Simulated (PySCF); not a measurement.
How methods differ on the ionisation energy of Se

Se [Ar] 3d10 4s2 4p4 (3P) → Se⁺ [Ar] 3d10 4s2 4p3 (4S), as a difference of total energies. All numbers are calculated (PySCF 2.14, no relativity, point nucleus, in 6-31G*). Correlated levels: valence: [Ar] 3d10 frozen. The calculations carry no spin-orbit coupling.

```csv
method,ionisation energy (eV)
UHF,8.519
MN15,9.435
MP2 (valence),8.885
SCS-MP2 (valence),8.902
CCSD(T) (valence),8.915
```

**Question.** Estimate what CCSD (valence) gives.

**Answer.** 8.904 eV, closest to SCS-MP2 (valence) among the rows shown.

**Question.** Estimate what M06-L gives.

**Answer.** 9.367 eV, closest to MN15 among the rows shown.

These non-relativistic numbers lack the scalar-relativistic shift.

Errors of the correlated levels include the incompleteness of this basis and the frozen core.

For comparison: 9.635 eV (measured; NIST levels, between the centres of gravity of the two terms).
